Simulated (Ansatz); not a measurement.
Cartesian coordinates in Å:
```
C 0.670 -2.582 0.197
O 0.250 -1.279 0.542
Si -0.389 -0.218 -0.526
O 0.663 0.345 -1.651
Ge -0.930 1.738 0.723
O 0.383 2.753 0.002
H 0.784 -3.160 1.115
H 1.630 -2.557 -0.326
H -0.066 -3.085 -0.443
H -1.483 -0.898 -1.266
H 1.049 1.201 -1.429
H -0.730 1.688 2.252
H -2.286 2.420 0.437
H 0.454 3.634 0.374
```

Charge 0, multiplicity 1.

Task: List the PBE/def2-TZVPP orbital energies in eV (the Gaussian-basis code of Ansatz). (Best estimate.)

Result: The calculation gave: Occupied: -10804.58, -1780.33, -1337.92, -1191.35, -1191.33, -1191.32, -510.37, -510.17, -510.15, -270.21, -162.53, -137.93, -114.02, -113.94, -113.93, -94.69, -94.68, -94.64, -29.95, -29.79, -29.77, -29.73, -29.71, -25.49, -24.85, -24.32, -17.07, -14.23, -13.51, -12.19, -11.38, -11.13, -11.01, -9.98, -9.08, -8.75, -8.24, -8.09, -7.30, -6.89, -6.87, -6.68. Lowest empty: -1.29, -0.42, 0.13, 0.63, 0.89, 1.21, 1.34, 1.95.
